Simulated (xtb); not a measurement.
FIn, triplet, geometry from GFN2-xTB (such geometries of metal compounds can be far from the true shape) (the spin is typed, not shown lowest); GFN2-xTB (xtb).

xtb was given this input:
```
$ xtb mol.xyz --gfn 2 --uhf 2 --etemp 10 --json

# file mol.xyz
2

In    -0.00000000    -0.00000000    -0.34490450
F      0.00000000     0.00000000     1.87781337
```

What the program printed (banner, timings and long lists left out):

```
   ID    Z sym.   atoms
    1   49 In     1
    2    9 F      2

           -------------------------------------------------
          |                Calculation Setup                |
           -------------------------------------------------

           -------------------------------------------------
          |                 G F N 2 - x T B                 |
           -------------------------------------------------

          ...................................................
          :                      SETUP                      :
          :.................................................:
          :  # basis functions                  14          :
          :  # atomic orbitals                  13          :
          :  # shells                            5          :
          :  # electrons                        10          :
          :  max. iterations                   250          :
          :  Hamiltonian                  GFN2-xTB          :
          :  restarted?                      false          :
          :  GBSA solvation                  false          :
          :  PC potential                    false          :
          :  electronic temp.           10.0000000     K    :
          :  accuracy                    1.0000000          :
          :  -> integral cutoff          0.2500000E+02      :
          :  -> integral neglect         0.1000000E-07      :
          :  -> SCF convergence          0.1000000E-05 Eh   :
          :  -> wf. convergence          0.1000000E-03 e    :
          :  Broyden damping             0.4000000          :
          :  net charge                          0          :
          :  unpaired electrons                  2          :
          ...................................................

 iter      E             dE          RMSdq      gap      omega  full diag
   1     -5.7134794 -0.571348E+01  0.994E+00    0.00       0.0  T
   2     -5.7119231  0.155629E-02  0.699E+00    0.00       1.0  T
   3     -5.7703332 -0.584101E-01  0.298E+00    0.00       1.0  T
   4     -5.7864287 -0.160955E-01  0.198E+00    0.00       1.0  T
   5     -5.7889180 -0.248925E-02  0.732E-01    0.00       1.0  T
   6     -5.7889865 -0.685556E-04  0.472E-01    0.00       1.0  T
   7     -5.7890920 -0.105504E-03  0.146E-01    0.00       1.0  T
   8     -5.7891081 -0.160365E-04  0.421E-02    0.00       1.7  T
   9     -5.7891100 -0.193389E-05  0.277E-02    0.00       2.6  T
[...]
         :: total energy              -5.788972441099 Eh    ::
[...]
         6        0.5000           -0.2034234              -5.5354 (HOMO)
         7        0.5000           -0.2034234              -5.5354 (LUMO)
         8                         -0.1498449              -4.0775
         9                         -0.0786539              -2.1403
        10                         -0.0786539              -2.1403
        11                         -0.0488163              -1.3284
        12                         -0.0488163              -1.3284
        13                          0.2481221               6.7517
      -------------------------------------------------------------
                  HL-Gap            0.0000000 Eh            0.0000 eV
             Fermi-level           -0.3624244 Eh           -9.8621 eV

     #   Z          covCN         q      C6AA      α(0)
     1  49 In       0.636     0.113   564.144    62.333
     2   9 F        0.636    -0.113    10.401     3.806

 Mol. C6AA /au·bohr⁶  :        697.045911
 Mol. C8AA /au·bohr⁸  :      89763.303645
 Mol. α(0) /au        :         66.138164

Wiberg/Mayer (AO) data.
largest (>0.10) Wiberg bond orders for each atom

 ---------------------------------------------------------------------------
     #   Z sym  total        # sym  WBO       # sym  WBO       # sym  WBO
 ---------------------------------------------------------------------------
     1  49 In   0.913 --     2 F    0.913
     2   9 F    0.913 --     1 In   0.913
 ---------------------------------------------------------------------------

Topologies differ in total number of bonds
Writing topology from bond orders to xtbtopo.mol

molecular dipole:
                 x           y           z       tot (Debye)
 q only:        0.000       0.000      -0.474
   full:        0.000       0.000      -0.657       1.670
molecular quadrupole (traceless):
                xx          xy          yy          xz          yz          zz
 q only:        0.686       0.000       0.686       0.000       0.000      -1.372
  q+dip:        0.657       0.000       0.657      -0.000      -0.000      -1.313
   full:        0.531       0.000       0.531       0.000       0.000      -1.062

           -------------------------------------------------
          | TOTAL ENERGY               -5.788972441099 Eh   |
          | GRADIENT NORM               0.000000558466 Eh/α |
          | HOMO-LUMO GAP               0.000000000000 eV   |
           -------------------------------------------------

normal termination of xtb
```
